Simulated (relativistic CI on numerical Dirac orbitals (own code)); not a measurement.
**Forbidden transitions in Te²⁰⁺**

Computed by Dirac-Coulomb-Breit CI, KLI orbitals optimised for each configuration, a model potential for QED, unscaled Slater integrals (own radial code, finite nucleus).

CI space (outside the closed core [Ar] 3d10): 4s²4p², 4s4p³, 4s²4p4d, 4p⁴, 4s4p²4d, 4s²4p4f, 4s4p²4f, 4p³4d, 4s4p4d², 4s²4d4f, 4p³4f, 4s²4p5s, 4s²4d², 4s4d³, 4s4d²4f, 4p²4d², 4p4d³, 4p4d²4f, 4p4d²5s, 4s²4f², 4s4d4f², 4s4f³, 4p²4f², 4p4d4f², 4p4f³, 4p4f²5s. Double excitations out of closed p, d and f shells are left out; levels of such configurations are missing from the list, as are those of other unlisted configurations, and high levels can miss mixing partners.

```
λ vac (nm)              Lower              Upper  Type   A (s⁻¹)        gf  Branching (%)
    15.552     4s²4p² ³P2 [4]  4s²4p4d ³F°4 [20]    M2  4.45e+02  1.45e-08            4.3
    24.229     4s4p³ ⁵S°2 [6]  4s²4p4d ³F°4 [20]    E2  9.61e+02  7.61e-08            9.3
    31.815     4s4p³ ³D°2 [8]  4s²4p4d ³F°4 [20]    E2  3.63e+02  4.96e-08            3.5
    35.092     4s4p³ ³D°3 [9]  4s²4p4d ³F°4 [20]    M1  5.33e+02  8.85e-08            5.2
    59.533     4s²4p² ³P1 [2]     4s²4p² ¹S0 [5]    M1  5.07e+04  2.69e-06           98.3
    82.758     4s²4p² ³P1 [2]     4s²4p² ³P2 [4]    M1  1.23e+04  6.32e-06           53.2
    94.438     4s²4p² ³P0 [1]     4s²4p² ¹D2 [3]    E2  5.49e+01  3.67e-08           55.7
    98.119     4s²4p² ¹D2 [3]     4s²4p² ³P2 [4]    M1  1.06e+04  7.67e-06           46.0
    114.98     4s²4p² ³P0 [1]     4s²4p² ³P1 [2]    M1  9.41e+03  5.60e-06          100.0
    131.65  4s²4p4d ³F°3 [16]  4s²4p4d ³F°4 [20]    M1  7.68e+03  1.79e-05           74.5
    528.63     4s²4p² ³P1 [2]     4s²4p² ¹D2 [3]    M1  4.37e+01  9.16e-07           44.3
```

Terms are leading LS components. Brackets give the number of a level in order of energy, since labels repeat. The list gives strong lines, with weight on those to low levels, among the lowest 200 of 2830 levels, so that lines to higher ones, which can be the strongest, are missing. Levels whose partners in the same complex of configurations lie outside the list can be far off, and so can their lines. Rates are taken at the computed energies, electric ones in the length gauge.

At this charge energies of transitions that change n are usually good to better than 1 %, and those within a shell (Δn = 0) to a few per cent.

LS names give the leading component of a level, which can be under half, so a name can repeat, a term be missing and a line seem to break the LS rules.
